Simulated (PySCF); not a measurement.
Job file and geometry (Å, from GFN2-xTB) of an NMR shielding run on SMILES C[Si@@H]1CCC[C@H]([AlH2])C1, C6H15AlSi, GIAO PBE0/pcSseg-1 NMR shielding, non-relativistic, gas phase in PySCF 2.14.0, density-fitted response routines; density fitting, a coarse starting grid and PySCF grid level 2 are the driver's defaults:

```
$ OMP_NUM_THREADS=1 python probes_run.py task.json out

{"job": {"kind": "nmr", "xc": "PBE0", "basis": "pcSseg-1"}, "charge": 0, "multiplicity": 1}
C     -2.733448    -1.473967     0.087121
Si    -1.321255    -0.331742     0.638919
C     -1.299418     1.287475    -0.362378
C      0.019236     2.032255    -0.164444
C      1.231454     1.177880    -0.534545
C      1.478785     0.005102     0.426956
Al     3.082209    -1.103937    -0.057668
C      0.391140    -1.085190     0.307184
H     -3.696473    -1.006468     0.260685
H     -2.670374    -1.716207    -0.969015
H     -2.718049    -2.406672     0.640175
H     -1.441870    -0.033247     2.079967
H     -1.425296     1.075090    -1.426815
H     -2.125659     1.941192    -0.078990
H      0.109382     2.342563     0.879504
H      0.021799     2.939358    -0.777185
H      1.100757     0.789053    -1.550779
H      2.121989     1.816555    -0.546544
H      1.431827     0.416165     1.447638
H      2.881663    -2.638174    -0.188793
H      4.499762    -0.571998    -0.405683
H      0.434634    -1.526763    -0.696784
H      0.622451    -1.901338     1.001552
```

Problem. What does the program print?

Solution. 
```
coarse grid: 19064 points
cycle   1  E = -768.8680265344  dE =  5.244e-01  |g| = 5.637e-01  |ddm| = 4.219e+00
cycle   2  E = -768.8270056121  dE =  4.102e-02  |g| = 6.926e-01  |ddm| = 1.170e+00
cycle   3  E = -768.9533321336  dE = -1.263e-01  |g| = 7.602e-02  |ddm| = 7.402e-01
cycle   4  E = -768.9546284018  dE = -1.296e-03  |g| = 2.977e-02  |ddm| = 1.132e-01
cycle   5  E = -768.9548471556  dE = -2.188e-04  |g| = 6.886e-03  |ddm| = 3.287e-02
cycle   6  E = -768.9548589157  dE = -1.176e-05  |g| = 1.255e-03  |ddm| = 8.563e-03
cycle   7  E = -768.9548593411  dE = -4.253e-07  |g| = 3.322e-04  |ddm| = 2.026e-03
final grid: 171648 points
cycle   8  E = -769.0027504670  dE = -4.942e-05  |g| = 9.381e-03  |ddm| = 3.576e-02
cycle   9  E = -769.0027352090  dE =  1.526e-05  |g| = 1.211e-02  |ddm| = 2.026e-02
cycle  10  E = -769.0027736485  dE = -3.844e-05  |g| = 9.619e-04  |ddm| = 1.196e-02
cycle  11  E = -769.0027738587  dE = -2.102e-07  |g| = 2.689e-04  |ddm| = 1.225e-03
cycle  12  E = -769.0027738764  dE = -1.777e-08  |g| = 6.017e-05  |ddm| = 2.898e-04
cycle  13  E = -769.0027738773  dE = -8.904e-10  |g| = 1.485e-05  |ddm| = 9.349e-05
converged SCF energy = -769.0027738773

GIAO shielding tensors (ppm)
atom      isotropic    diamagn.    paramagn.     s11        s22        s33       span
  0 C      190.161     252.185     -62.024    187.427    188.272    194.783      7.357
  1 Si     375.178     880.556    -505.378    354.287    377.885    393.363     39.076
  2 C      170.939     252.350     -81.411    156.746    172.494    183.578     26.832
  3 C      154.455     246.568     -92.113    141.173    155.088    167.105     25.932
  4 C      152.792     246.770     -93.979    146.907    153.668    157.800     10.893
  5 C      161.239     248.330     -87.091    138.544    156.363    188.810     50.266
  6 Al     268.416     794.780    -526.364    220.030    236.509    348.709    128.679
  7 C      161.433     254.928     -93.495    147.429    166.379    170.490     23.062
  8 H       31.690      28.536       3.155     26.987     28.825     39.260     12.273
  9 H       31.777      31.071       0.706     27.269     29.952     38.110     10.841
 10 H       31.631      29.345       2.287     26.985     28.868     39.041     12.055
 11 H       27.367      30.084      -2.717     24.428     25.660     32.013      7.586
 12 H       31.101      32.202      -1.101     27.387     29.758     36.157      8.770
 13 H       30.668      30.324       0.343     25.639     28.703     37.662     12.023
 14 H       30.285      30.956      -0.671     27.027     28.500     35.328      8.301
 15 H       29.472      29.600      -0.128     23.750     27.981     36.684     12.934
 16 H       30.832      31.981      -1.149     27.519     29.728     35.249      7.730
 17 H       29.598      30.171      -0.573     23.660     28.563     36.571     12.910
 18 H       30.836      31.945      -1.109     27.561     29.714     35.233      7.671
 19 H       26.305      29.358      -3.054     23.949     25.282     29.683      5.735
 20 H       26.002      28.908      -2.906     23.368     23.892     30.746      7.378
 21 H       30.770      34.280      -3.510     26.991     30.322     34.998      8.006
 22 H       30.205      33.266      -3.061     25.183     28.924     36.509     11.326
```

Size and cost of the density-fitted run: 225 basis functions, 67 s wall time on 1 thread of an Arm Neoverse V1, shared host; peak memory 1.1 GiB.
